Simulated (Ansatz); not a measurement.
Gas-phase electronic energies from Ansatz, PBE0-D4/def2-TZVP geometries. CBS: MP2 limit from def2 TZ/QZ plus the TZ coupled-cluster correction, frozen cores. DFT in def2-TZVPP. B3LYP here is the variant with VWN-RPA as its local correlation; programs differ in this. Elements past krypton have def2 core potentials. For As, Te outer-core shells are correlated without core-valence functions, which leaves a few kJ/mol of doubt a bond. Scalar relativity is left out up to krypton. One conformer a species, not always the lowest.

Reaction (formal exchange of groups at a Te–As bond): `C[Te][AsH]O` + silanol → `C[Te][SiH2]O` + `O[AsH2]`

`C[Te][AsH]O`:

Z-matrix (Å, degrees):
```
C
Te 1 2.144
H 1 1.087 2 109.6
H 1 1.088 2 108.0 3 121.1
H 1 1.089 2 107.6 3 -120.0
As 2 2.572 1 95.5 3 -73.5
O 6 1.806 2 101.3 1 -52.8
H 6 1.524 2 93.3 1 38.8
H 7 0.962 6 108.7 2 -88.8
```

`O[SiH3]`:

```xyz
6

O     0.142    0.677    1.079
Si    0.128   -0.207   -0.311
H    -0.699    0.964    1.435
H    -0.630   -1.479   -0.146
H     1.546   -0.503   -0.619
H    -0.487    0.548   -1.437
```

`C[Te][SiH2]O`:

Z-matrix (Å, degrees):
```
C
Te 1 2.151
H 1 1.087 2 109.7
H 1 1.087 2 109.2 3 -122.0
H 1 1.088 2 106.8 3 119.1
Si 2 2.468 1 93.9 3 62.8
O 6 1.651 2 109.9 1 64.1
H 6 1.490 2 110.9 1 -55.7
H 6 1.486 2 106.0 1 -174.4
H 7 0.959 6 116.5 2 -149.6
```

`O[AsH2]`:

Z-matrix (Å, degrees):
```
As
O 1 1.802
H 1 1.527 2 95.9
H 1 1.527 2 95.9 3 91.9
H 2 0.960 1 107.7 3 134.2
```

```tsv
level	ΔE (kcal/mol)
PBE-D4	3.6
r2SCAN-D4	3.1
B3LYP-D4	4.2
B2PLYP	3.4
SCS-MP2/def2-TZVPP	2.5
CCSD/def2-TZVPP	1.4
HF/def2-QZVPP	1.7
MP2/def2-QZVPP	2.7
```

Question: What does CCSD(T)/CBS give? (An estimate is asked.)

Answer: Ansatz gave: +2.6 kcal/mol. The listed levels differ from it by 1.0, 0.5, 1.6, 0.8, -0.1, -1.2, -0.9, 0.1 kcal/mol.

Largest T1 diagnostic among the species: 0.012.

From PBE to PBE0 (25 % exact exchange), in def2-TZVPP and without D4, ΔE moves by −1.2 kcal/mol.
